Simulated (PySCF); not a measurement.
All values below come from PBE-D3(BJ)/def2-TZVP // B3LYP-D3(BJ)/def2-TZVP run with PySCF 2.14.0. All species are isolated molecules in the gas phase. One relaxed conformer stands for a flexible species; it need not be the lowest. Delta-SCF ions had no search for a lower state. Excitations are Tamm–Dancoff values on a coarser integration grid. The basis has no diffuse functions, so Rydberg states are missing or too high.

Reference species (SMILES): `[SeH]CC=C` (C–C–C–Se torsion -115°, C–C–Se–H torsion 57°) (neutral, multiplicity 1).

| Quantity | Value |
|---|---|
| S1 excitation (TDA) | 4.23 eV |
| vertical ionisation energy (Delta-SCF) | 8.53 eV |

Changed species: `C(CCC)=C` (C–C–C–C torsion -120°, C–C–C–C torsion 65°) (X = ethyl; the reference has X = selanyl).

Question: Predict the effect on the S1 excitation (TDA) and vertical ionisation energy (Delta-SCF).

Answer: the S1 excitation (TDA) increases by 2.64 eV, to 6.87 eV; the vertical ionisation energy (Delta-SCF) rises by 0.87 eV, to 9.40 eV.
